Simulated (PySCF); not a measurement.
**Two-dimensional NMR puzzle**

Compound of formula C$_{6}$H$_{8}$Cl$_{2}$O. Correlations simulated from computed shifts and the bond graph:

HSQC (one-bond C–H):
| δH | δC |
| --- | --- |
| 6.55 | 125.6 |
| 2.55 | 44.0 |
| 1.24 | 23.5 |

COSY cross peaks (H two or three bonds apart, from the bond graph; peaks can be absent where the dihedral angle is near 90°):
| δH | δH |
| --- | --- |
| 2.55 | 1.24 |

HMBC (two and three bonds, from the bond graph):
| δH | δC |
| --- | --- |
| 6.55 | 180.2, 170.1, 44.0 |
| 2.55 | 180.2, 125.6, 23.5 |
| 1.24 | 180.2, 44.0, 23.5 |

Carbons without hydrogens: δ 180.2, 170.1.

Method: shielding tensors at PBE0/pcSseg-1 (GIAO), GFN2-xTB structure, in PySCF (non-relativistic Hamiltonian, isolated molecule, a single conformation, averaged over atoms made equivalent by symmetry, fast rotation or ring inversion).

δ = σ(ref) − σ, references computed at the same level: TMS for ¹H, ¹³C.

Exchangeable hydrogens are left out of these lists.

Question: Which molecule is this?

Answer: SMILES Cl/C(C(C)C)=C\C(=O)Cl.

Mapped SMILES: `[CH3:1][CH:2]([CH3:3])/[C:4]([Cl:5])=[CH:6]/[C:7](=[O:8])[Cl:9]`. Hydrogens are named by the atom that carries them.

- δC 180.2 is C4, a β carbon of a C=C–C=O unit.
- δC 170.1 is C7, a carbonyl carbon.
- δC 125.6 is C6, an α carbon of a C=C–C=O unit (δH 6.55).
- δC 44.0 is C2, an allylic sp3 CH (δH 2.55).
- δC 23.5 is C1/C3, a methyl carbon (δH 1.24).
- HMBC from δH 6.55 reaches the proton-free carbons C4, C7.
- HMBC from δH 2.55 reaches the proton-free carbon C4.
- HMBC from δH 1.24 reaches the proton-free carbon C4.
- COSY links 2.55–1.24.

The shifts were computed for this structure.

Carbons that carry Cl, above all several Cl atoms, come out too deshielded, partly because spin–orbit coupling is missing. Shifts are as computed. Against solution values, carbons near 30 ppm lie about +3 ppm off and those near 130 ppm about +5 ppm; carbons on Cl a further +6 ppm. Of 1211 compounds with measured shifts, 218 miss one by over three times the rms of a fit or turn the order of signals round; such compounds aren't used in these exercises.
